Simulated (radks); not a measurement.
Initial-state core-level shifts of neutral niobium when its valence configuration changes from [Kr] 4d4 5s1. All-electron calculation, Dirac Kohn-Sham, PBE, spin-unpolarised, spherical densities, finite nucleus; open shells are shared between the two j in proportion to 2j + 1; Fermi nuclear charge, rms radius 4.324 fm. Program: a radial shooting solver on a logarithmic mesh with Libxc functionals. Shifts are changes of the shell-averaged eigenvalues in eV (positive: less bound); the change of the density at the nucleus, which sets a Mossbauer isomer shift, is in e/bohr^3, on a base of 8.25e+04.

| valence | 2s | 3s | 3d | 4s | density at nucleus |
|---|---|---|---|---|---|
| 4d3.5 5s1.5 | -1.234 | -1.216 | -1.224 | -1.145 | +6.035 |
| 4d3 5s1 5p1 | -3.933 | -3.900 | -3.913 | -3.736 | +3.183 |
| 4d2 5s1 5p2 | -8.525 | -8.407 | -8.441 | -7.883 | +7.473 |
| 4d3 5s2 | -2.655 | -2.610 | -2.626 | -2.435 | +12.938 |
| 4d4.5 5s0.5 | +1.041 | +1.030 | +1.036 | +0.983 | -5.286 |
| 4d3 5p2 | -5.104 | -5.083 | -5.093 | -4.926 | -7.769 |
| 4d5 | +1.889 | +1.872 | +1.883 | +1.797 | -9.960 |
| 4d3.5 5s1 5p0.5 | -1.874 | -1.863 | -1.869 | -1.803 | +1.454 |
| 4d4 5p1 | -1.194 | -1.211 | -1.206 | -1.244 | -9.298 |
